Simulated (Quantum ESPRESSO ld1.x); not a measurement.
Pr IV, configuration [Xe] 4f2. Calculated with ld1.x of Quantum ESPRESSO 7.5: Dirac Kohn-Sham, relativistic LDA (MacDonald-Vosko exchange, VWN5 correlation), spin-unpolarised, spherical densities, point nucleus; open shells are shared between the two j in proportion to 2j + 1.

Normalised radial functions P(r) = r R(r) (large component), r in bohr:

```
   r/bohr * 5s1/2, o 5p1/2 (the largest magnitude, 0.982, reaches the edge; | marks zero, & curves that meet)
 0.001289                             o*
 0.001706                             o *
 0.002257                             o *
 0.002987                             o *
  0.00392                             o  *
 0.005187                             |o *
 0.006864                             |o  *
 0.009081                             |o  *
  0.01202                             | o *
  0.01577                             | o *
  0.02087                             |  &
  0.02761                             |*   o
  0.03653                           * |     o
  0.04834                        *    |     o
  0.06345                      *      |    o
  0.08395                       *     |  o
   0.1111                           o*|
    0.147                      o      |    *
   0.1929                    o        |         *
   0.2552                        o    |      *
   0.3377                         *   |   o
   0.4468               *             |           o
   0.5912                 *           |          o
   0.7761                            o|   *
    1.027             o               |                    *
    1.359    o                        |                          *
    1.798       o                     |                    *
    2.378                o            |         *
    3.122                        o    |  *
    4.131                            o|*
    5.466                             &
```

5s1/2: eigenvalue -65.612 eV, 4 radial nodes at r = 0.0297, 0.118, 0.309, 0.736 bohr, <r> = 1.47 bohr, 90 % of the charge inside 2.10 bohr. 5p1/2: eigenvalue -49.348 eV, 3 radial nodes at r = 0.101, 0.301, 0.764 bohr, <r> = 1.63 bohr, 90 % of the charge inside 2.36 bohr.
